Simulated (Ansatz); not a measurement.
Consider the cleavage of the Si–Ge bond: `[CH3][GeH]([SiH3])[SH]` + `[OH][Ga]([OH])[OH]` → `[OH][Ga]([OH])[O][SiH3]` + `[CH3][GeH2][SH]`.

Computed with Ansatz on PBE0-D4/def2-TZVP structures; ΔE is electronic, products minus reactants. CBS: MP2 limit from def2 TZ/QZ plus the TZ coupled-cluster correction, frozen cores. For Ga, Ge outer-core shells are correlated without core-valence functions, which leaves a few kJ/mol of doubt a bond. Scalar relativity is left out up to krypton. Each species was taken in one conformer, which may not be the lowest.

`[CH3][GeH]([SiH3])[SH]`:

Cartesian coordinates in Å:
```
C -1.785 0.109 -0.750
Ge -0.151 -0.648 0.002
Si 1.190 0.945 1.161
S 1.012 -1.362 -1.775
H -1.543 0.942 -1.410
H -2.433 0.468 0.051
H -2.319 -0.653 -1.320
H -0.487 -1.862 0.896
H 0.532 1.391 2.421
H 1.413 2.127 0.288
H 2.503 0.333 1.498
H 2.067 -1.790 -1.062
```

`[OH][Ga]([OH])[OH]`:

Z-matrix (Å, degrees):
```
Ga
O 1 1.774
O 1 1.774 2 120.0
O 1 1.774 2 120.0 3 -179.9
H 2 0.960 1 113.2 3 -0.0
H 3 0.960 1 113.2 2 -180.0
H 4 0.960 1 113.2 2 -0.0
```

`[OH][Ga]([OH])[O][SiH3]`:

Z-matrix (Å, degrees):
```
Si
O 1 1.636
H 1 1.486 2 108.1
H 1 1.488 2 111.1 3 119.6
H 1 1.488 2 111.1 3 -119.5
Ga 2 1.766 1 138.2 3 -179.1
O 6 1.772 2 119.8 1 -179.8
O 6 1.769 2 119.1 1 0.2
H 7 0.960 6 113.1 2 0.0
H 8 0.960 6 113.4 2 180.0
```

`[CH3][GeH2][SH]`:

Z-matrix (Å, degrees):
```
C
Ge 1 1.945
H 1 1.090 2 110.0
H 1 1.091 2 110.0 3 119.9
H 1 1.090 2 110.0 3 -120.1
S 2 2.231 1 105.6 3 60.1
H 2 1.541 1 111.7 3 178.9
H 2 1.541 1 111.7 3 -58.7
H 6 1.343 2 95.0 1 -179.9
```

```json
{"species": "`[CH3][GeH]([SiH3])[SH]`", "CCSD/def2-TZVPP energy (Eh)": "-2805.23645"}
{"species": "`[OH][Ga]([OH])[OH]`", "CCSD/def2-TZVPP energy (Eh)": "-2150.73862"}
{"species": "`[OH][Ga]([OH])[O][SiH3]`", "CCSD/def2-TZVPP energy (Eh)": "-2441.02690"}
{"species": "`[CH3][GeH2][SH]`", "CCSD/def2-TZVPP energy (Eh)": "-2514.98097"}
```

Task: Work out ΔE.

Result: ΔE = (-2441.02690) + (-2514.98097) − (-2805.23645) − (-2150.73862) = -0.03280 Eh = -86.1 kJ/mol. CCSD(T)/CBS gives -79.7 kJ/mol.

Largest T1 diagnostic among the species: 0.014.

From PBE to PBE0 (25 % exact exchange), in def2-TZVPP and without D4, ΔE moves by −9.5 kJ/mol. In def2-TZVPP, CCSD(T) changes the Hartree–Fock value by +31.2 kJ/mol (the triples alone add +4.2 kJ/mol) and MP2 by +28.5 kJ/mol.
